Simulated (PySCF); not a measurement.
Si(H)(OMe)2(OEt), SMILES C(O[SiH](OC)OC)C (C4H12O3Si), singlet, GFN2-xTB optimised geometry.

```
20

Si    -0.31    -0.36     0.00
O     -0.88    -1.17     1.28
C     -0.85    -2.55     1.50
O     -0.89    -1.10    -1.32
C     -0.84    -0.66    -2.64
O     -0.88     1.15     0.00
C     -0.72     2.16     0.95
C     -1.51     1.88     2.22
H      1.15    -0.36     0.00
H      0.16    -2.87     1.77
H     -1.53    -2.78     2.32
H     -1.15    -3.09     0.60
H     -1.12     0.40    -2.72
H      0.17    -0.78    -3.04
H     -1.53    -1.26    -3.23
H     -1.08     3.09     0.48
H      0.34     2.28     1.19
H     -1.18     0.94     2.65
H     -2.57     1.80     1.99
H     -1.36     2.68     2.94
```

Density from B3LYP/def2-SVP run with PySCF 2.14.0 at that geometry.

Minimum of the electron density along straight lines between bonded atoms, close to the bond critical point (lines longer than 1.1 times the sum of covalent radii, or with two minima, are not listed):

| bond | length / Å | ρ at the minimum / e bohr⁻³ | ∇²ρ there / e bohr⁻⁵ | position (fraction from the first atom) |
|---|---|---|---|---|
| Si1–O2 | 1.619 | 0.132 | 1.11 | 0.41 |
| O2–C3 | 1.399 | 0.254 | -0.29 | 0.66 |
| Si1–O4 | 1.618 | 0.132 | 1.12 | 0.41 |
| O4–C5 | 1.398 | 0.255 | -0.30 | 0.66 |
| Si1–O6 | 1.614 | 0.133 | 1.12 | 0.41 |
| O6–C7 | 1.402 | 0.252 | -0.28 | 0.66 |
| C7–C8 | 1.521 | 0.252 | -0.60 | 0.51 |
| Si1–H9 | 1.466 | 0.119 | (withheld) | 0.49 |
| C3–H10 | 1.093 | 0.282 | -1.07 | 0.63 |
| C3–H11 | 1.091 | 0.284 | -1.09 | 0.64 |
| C3–H12 | 1.090 | 0.284 | -1.10 | 0.64 |
| C5–H13 | 1.091 | 0.284 | -1.09 | 0.64 |
| C5–H14 | 1.093 | 0.282 | -1.07 | 0.63 |
| C5–H15 | 1.091 | 0.284 | -1.09 | 0.64 |
| C7–H16 | 1.096 | 0.283 | -1.08 | 0.63 |
| C7–H17 | 1.096 | 0.282 | -1.06 | 0.63 |
| C8–H18 | 1.086 | 0.280 | -1.05 | 0.63 |
| C8–H19 | 1.086 | 0.278 | -1.03 | 0.63 |
| C8–H20 | 1.087 | 0.276 | -1.01 | 0.62 |

Question: What belongs in the gaps?

Answer: 
- Si1–H9, ∇²ρ there / e bohr⁻⁵: 0.33
